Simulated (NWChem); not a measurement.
The numbers come from NWChem runs, not from measurements. System: H$_{4}$Si$_{2}$, charge 0, spin multiplicity 1, at a geometry optimised with PBE/def2-SVP. The structure started from a generated list of species. Level: CCSD(T)/def2-TZVP, 10 core orbitals frozen.

The NWChem input:

```
start mol
memory heap 100 mb stack 700 mb global 1900 mb
geometry units angstroms nocenter noautoz noautosym
  Si    -1.036902    -0.262550     0.061898
  Si     1.266944     0.341060    -0.189753
  H     -1.323491    -1.556230     0.785209
  H     -1.864885    -0.222484    -1.196435
  H     -1.527980     0.866694     0.953013
  H      1.495769    -0.187123     1.248182
end
basis spherical
  * library def2-tzvp
end
scf
  rhf
  nopen 0
  maxiter 100
  thresh 1e-7
  semidirect memsize 60000000 filesize 0
end
tce
  freeze core 10
  ccsd(t)
  2eorb
  2emet 13
  thresh 1e-6
  maxiter 100
  tilesize 24
end
task tce energy
```

Output (cleaned and shortened):

```
             Northwest Computational Chemistry Package (NWChem) 7.3.0
             --------------------------------------------------------

                                NWChem Input Module
                                -------------------

 Scaling coordinates for geometry "geometry" by  1.889725989
 (inverse scale =  0.529177249)

                             Geometry "geometry" -> ""
                             -------------------------

 Output coordinates in angstroms (scale by  1.889725989 to convert to a.u.)

  No.       Tag          Charge          X              Y              Z
 ---- ---------------- ---------- -------------- -------------- --------------
    1 Si                  14.0000    -1.03690200    -0.26255000     0.06189800
    2 Si                  14.0000     1.26694400     0.34106000    -0.18975300
    3 H                    1.0000    -1.32349100    -1.55623000     0.78520900
    4 H                    1.0000    -1.86488500    -0.22248400    -1.19643500
    5 H                    1.0000    -1.52798000     0.86669400     0.95301300
    6 H                    1.0000     1.49576900    -0.18712300     1.24818200

 Effective nuclear repulsion energy (a.u.)      73.3922882923

            Nuclear Dipole moment (a.u.)
            ----------------------------
        X                 Y               Z
 ---------------- ---------------- ----------------
     0.0000018897    -0.0000056692    -0.0000018897


 Summary of "ao basis" -> "" (spherical)
 ------------------------------------------------------------------------------
       Tag                 Description            Shells   Functions and Types
 ---------------- ------------------------------  ------  ---------------------
 *                         def2-tzvp                  on all atoms

 Summary of "ao basis" -> "ao basis" (spherical)
 ------------------------------------------------------------------------------
       Tag                 Description            Shells   Functions and Types
 ---------------- ------------------------------  ------  ---------------------
 Si                        def2-tzvp                13       37   5s5p2d1f
 H                         def2-tzvp                 4        6   3s1p

                                 NWChem SCF Module
                                 -----------------

  ao basis        = "ao basis"
  functions       =    98
  atoms           =     6
  closed shells   =    16
  open shells     =     0
  charge          =   0.00
  wavefunction    = RHF
  use symmetry    = F
  symmetry adapt  = F

 Summary of "ao basis" -> "ao basis" (spherical)
 ------------------------------------------------------------------------------
       Tag                 Description            Shells   Functions and Types
 ---------------- ------------------------------  ------  ---------------------
 Si                        def2-tzvp                13       37   5s5p2d1f
 H                         def2-tzvp                 4        6   3s1p

 Forming initial guess at       0.0s

      Superposition of Atomic Density Guess
      -------------------------------------

 Sum of atomic energies:        -579.67005780

      Non-variational initial energy
      ------------------------------

 Total energy =    -579.940341
 1-e energy   =    -949.058641
 2-e energy   =     295.726011
 HOMO         =      -0.218080
 LUMO         =      -0.100003

 Starting SCF solution at       0.8s

 ----------------------------------------------
         Quadratically convergent ROHF

 Convergence threshold     :          1.000E-07
 Maximum no. of iterations :          100
 Final Fock-matrix accuracy:          1.000E-09
 ----------------------------------------------

              iter       energy          gnorm     gmax       time
             ----- ------------------- --------- --------- --------
                 1     -580.1018234214  4.03D-01  9.62D-02      0.8
                 2     -580.1317866440  3.06D-02  8.59D-03      1.1
                 3     -580.1319265629  3.80D-04  7.69D-05      1.4
                 4     -580.1319265932  7.35D-08  3.54D-08      2.0

       Final RHF  results
       ------------------

         Total SCF energy =   -580.131926593203
      One-electron energy =   -950.395956142352
      Two-electron energy =    296.871741256829
 Nuclear repulsion energy =     73.392288292320

        Time for solution =      1.2s

             Final eigenvalues
             -----------------

              1
    1  -68.8034
    2  -68.7701
    3   -6.1504
    4   -6.1200
    5   -4.2530
    6   -4.2515
    7   -4.2512
    8   -4.2262
    9   -4.2258
   10   -4.2258
   11   -0.7337
   12   -0.6235
   13   -0.4817
   14   -0.4765
   15   -0.4081
   16   -0.3256
   17   -0.0036
   18    0.1094
   19    0.1330
   20    0.1456
   21    0.1586
   22    0.1838
   23    0.2441
   24    0.2623
   25    0.2643
   26    0.2927

                       ROHF Final Molecular Orbital Analysis
                       -------------------------------------

 Vector   14  Occ=2.000000D+00  E=-4.764895D-01
              MO Center= -1.4D+00,  2.3D-01,  2.2D-01, r^2= 2.2D+00
   Bfn.  Coefficient  Atom+Function         Bfn.  Coefficient  Atom+Function
  ----- ------------  ---------------      ----- ------------  ---------------
    88      0.258709  5 H  s                 17      0.222452  1 Si pz
    16      0.208941  1 Si py                82     -0.174384  4 H  s
    89      0.166299  5 H  s                 87      0.151259  5 H  s

 Vector   15  Occ=2.000000D+00  E=-4.080757D-01
              MO Center=  5.9D-01,  5.8D-02,  1.0D-01, r^2= 3.2D+00
   Bfn.  Coefficient  Atom+Function         Bfn.  Coefficient  Atom+Function
  ----- ------------  ---------------      ----- ------------  ---------------
    54      0.257681  2 Si pz                94      0.220334  6 H  s
    15     -0.205340  1 Si px                95      0.191252  6 H  s
    41     -0.190230  2 Si s                 42     -0.180112  2 Si s
    52      0.178182  2 Si px

 Vector   16  Occ=2.000000D+00  E=-3.255676D-01
              MO Center=  9.9D-01,  3.2D-01, -2.4D-01, r^2= 3.3D+00
   Bfn.  Coefficient  Atom+Function         Bfn.  Coefficient  Atom+Function
  ----- ------------  ---------------      ----- ------------  ---------------
    42      0.314067  2 Si s                 52      0.291990  2 Si px
    41      0.286550  2 Si s                 15     -0.229221  1 Si px
    55      0.195262  2 Si px                54     -0.177671  2 Si pz
    53      0.164209  2 Si py                40     -0.162327  2 Si s

 Vector   17  Occ=0.000000D+00  E=-3.572976D-03
              MO Center=  1.1D+00,  2.5D-01, -1.8D-01, r^2= 3.7D+00
   Bfn.  Coefficient  Atom+Function         Bfn.  Coefficient  Atom+Function
  ----- ------------  ---------------      ----- ------------  ---------------
    56      0.582037  2 Si py                53      0.269441  2 Si py
    57      0.241875  2 Si pz                55     -0.187115  2 Si px
    89     -0.187740  5 H  s

 Vector   18  Occ=0.000000D+00  E= 1.093735D-01
              MO Center=  5.1D-01,  2.0D-01, -5.7D-02, r^2= 8.7D+00
   Bfn.  Coefficient  Atom+Function         Bfn.  Coefficient  Atom+Function
  ----- ------------  ---------------      ----- ------------  ---------------
     5      2.022388  1 Si s                 55      1.513707  2 Si px
    18      1.236757  1 Si px                42     -1.215711  2 Si s
    95     -0.586275  6 H  s                 57      0.475025  2 Si pz
    77     -0.442025  3 H  s                 56      0.319206  2 Si py
    52      0.264503  2 Si px                15      0.253234  1 Si px

 Vector   19  Occ=0.000000D+00  E= 1.329832D-01
              MO Center= -1.5D-03,  1.2D-01, -2.8D-01, r^2= 8.0D+00
   Bfn.  Coefficient  Atom+Function         Bfn.  Coefficient  Atom+Function
  ----- ------------  ---------------      ----- ------------  ---------------
    42      2.201142  2 Si s                 18     -1.523291  1 Si px
    95     -1.449028  6 H  s                 57      1.107544  2 Si pz
    77     -0.717025  3 H  s                 55     -0.658366  2 Si px
    56     -0.559774  2 Si py                19     -0.451346  1 Si py
    89     -0.448420  5 H  s                 83     -0.400509  4 H  s

 center of mass
 --------------
 x =   0.10049783 y =   0.03429835 z =  -0.05585569

 moments of inertia (a.u.)
 ------------------
          50.201153482105         -73.294783013400          24.325435864165
         -73.294783013400         322.492440742773           9.282209752661
          24.325435864165           9.282209752661         332.614451502271

  Mulliken analysis of the total density
  --------------------------------------

    Atom       Charge   Shell Charges
 -----------   ------   -------------------------------------------------------
    1 Si  14    13.88   2.00  0.58  1.39  0.81  0.48  4.12  1.73  0.51  1.53  0.43  0.11  0.16  0.02
    2 Si  14    13.93   2.00  0.59  1.38  1.05  0.73  4.11  1.74  0.43  1.19  0.56  0.05  0.10  0.01
    3 H    1     1.04   0.23  0.56  0.24  0.01
    4 H    1     1.05   0.23  0.56  0.25  0.01
    5 H    1     1.05   0.23  0.56  0.25  0.01
    6 H    1     1.04   0.23  0.55  0.25  0.01

       Multipole analysis of the density wrt the origin
       ------------------------------------------------

     L   x y z        total         open         nuclear
     -   - - -        -----         ----         -------
     0   0 0 0     -0.000000      0.000000     32.000000

     1   1 0 0      0.105411      0.000000      0.000002
     1   0 1 0     -0.115450      0.000000     -0.000006
     1   0 0 1     -0.030652      0.000000     -0.000002

     2   2 0 0    -25.093517      0.000000    169.003662
     2   1 1 0     -1.300972      0.000000     38.321717
     2   1 0 1      0.421623      0.000000     -9.504161
     2   0 2 0    -21.537337      0.000000     20.894606
     2   0 1 1      1.424396      0.000000     -5.345632
     2   0 0 2    -23.800470      0.000000     18.112181

                   NWChem Extensible Many-Electron Theory Module
                   ---------------------------------------------


            General Information
            -------------------
      Number of processors :     1
         Wavefunction type : Restricted Hartree-Fock
          No. of electrons :    32
           Alpha electrons :    16
            Beta electrons :    16
           No. of orbitals :   196
            Alpha orbitals :    98
             Beta orbitals :    98
        Alpha frozen cores :    10
         Beta frozen cores :    10
     Alpha frozen virtuals :     0
      Beta frozen virtuals :     0
         Spin multiplicity : singlet
    Number of AO functions :    98
       Number of AO shells :    42
        Use of symmetry is : off
      Symmetry adaption is : off
         Schwarz screening : 0.10D-09

          Correlation Information
          -----------------------
          Calculation type : Coupled-cluster singles & doubles w/ perturbation
   Perturbative correction : (T)
            Max iterations :      100
        Residual threshold : 0.10D-05
     T(0) DIIS level shift : 0.00D+00
     L(0) DIIS level shift : 0.00D+00
     T(1) DIIS level shift : 0.00D+00
     L(1) DIIS level shift : 0.00D+00
     T(R) DIIS level shift : 0.00D+00
     T(I) DIIS level shift : 0.00D+00
   CC-T/L Amplitude update :  5-th order DIIS
                I/O scheme : Global Array Library
        L-threshold :  0.10D-05
        EOM-threshold :  0.10D-05
 no EOMCCSD initial starts read in
 TCE RESTART OPTIONS
 SLICE:      F
 D4D5:       F
 quantumc:   F
 qrotation:  F
 pwtce:      F
 qducc:      F
 nacto:                         0
 nrotv:                         0
 nrot:                          0

            Memory Information
            ------------------
          Available GA space size is     249027196 doubles
          Available MA space size is     104852348 doubles

 Maximum block size supplied by input
 Maximum block size        24 doubles

 tile_dim =     21

 -------------------------------------------------

 Global array virtual files algorithm will be used

 Parallel file system coherency ......... OK

 4-electron integrals stored in orbital form

 v2    file size   =         12106626
 4-index algorithm nr.  13 is used
 imaxsize =       30
 imaxsize ichop =        0


CCSD iterations
 ---------------------------------------------------------
 Iter          Residuum       Correlation     Cpu    Wall
 ---------------------------------------------------------
    1   0.1426143010699  -0.2181044259437     0.6     0.6
    2   0.0452019384806  -0.2540860911495     0.6     0.6
    3   0.0185449636490  -0.2626309194915     0.5     0.5
    4   0.0089406233631  -0.2654303554617     0.5     0.5
    5   0.0048581146125  -0.2665295849575     0.5     0.5
    6   0.0013425798054  -0.2675330138819     0.5     0.5
    7   0.0007388116236  -0.2675018926813     0.6     0.6
    8   0.0004753055583  -0.2675121654733     0.6     0.6
    9   0.0003184748544  -0.2675170614324     0.5     0.5
   10   0.0002163502454  -0.2675222963792     0.5     0.5
   11   0.0000348224685  -0.2675332272633     0.7     0.7
   12   0.0000181407861  -0.2675350107028     0.6     0.6
   13   0.0000119288794  -0.2675357031714     0.6     0.6
   14   0.0000086515319  -0.2675359633543     0.6     0.6
   15   0.0000065905835  -0.2675360573982     0.6     0.6
   16   0.0000029062231  -0.2675360534792     0.7     0.7
   17   0.0000018763272  -0.2675361114432     0.5     0.5
   18   0.0000014214550  -0.2675361382555     0.6     0.6
   19   0.0000011266859  -0.2675361430341     0.8     0.8
   20   0.0000009078737  -0.2675361461474     0.7     0.7
 -----------------------------------------------------------------
 Iterations converged
 CCSD correlation energy / hartree =        -0.267536146147356
 CCSD total energy / hartree       =      -580.399462739350497

 Singles contributions

 Doubles contributions
 CCSD(T)
 Using plain CCSD(T) code
             total no. of tasks           60
 total no. of tasks / no. procs           60
                         wl_min      1728000          11.0
                         wl_max      2000376          11.2
        thresh for no. of tasks           60

 CCSD[T]  correction energy / hartree =        -0.009534272752145
 CCSD[T] correlation energy / hartree =        -0.277070418899501
 CCSD[T] total energy / hartree       =      -580.408997012102645
 CCSD(T)  correction energy / hartree =        -0.009293077831984
 CCSD(T) correlation energy / hartree =        -0.276829223979340
 CCSD(T) total energy / hartree       =      -580.408755817182509

 Task  times  cpu:       49.0s     wall:       49.0s

 Total times  cpu:       49.0s     wall:       49.0s
```
